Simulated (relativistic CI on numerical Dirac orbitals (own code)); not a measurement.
Tm3+: M4,5 absorption edge

Computed with this model: Dirac-Coulomb-Breit CI, separate exchange-only KLI orbitals for each configuration, model QED (radiative potential, 1s self-energy scaled to tabulated hydrogen-like ionisation energies), valence Slater integrals scaled by 0.8, multiplet model of core-to-valence dipole absorption; configurations [Xe] 4f12 → [Ar] 3d9 4s2 4p6 4d10 4f13 5s2 5p6; 10 K; Lorentzian 0.36 eV and Gaussian 0.4 eV FWHM. Energies are those of the free ion, without screening or charge transfer. The branching ratio is the share of the lower-energy edge in the whole absorption, uncertain by about 0.02 where the edges overlap. S is read from ⟨S²⟩ = S(S + 1).

free ion: ground-state S = 0.99, centroid 1466.30 eV, branching ratio 0.965. Peaks (eV, height): 1462.9 (29), 1464.9 (100), 1467.3 (14).

The statistical ratio of this edge is 3/5 = 0.600. Values above it arise where the holes sit mainly in the j = l + 1/2 valence subshell or the ground state has high spin; values below it where core-valence Coulomb terms move weight to the upper edge, as in nearly empty shells.

Strongest unbroadened transitions for free ion:

```csv
Energy (eV),Relative strength
1462.89,28.3
1464.91,100.0
1467.33,12.9
1510.01,5.1
```
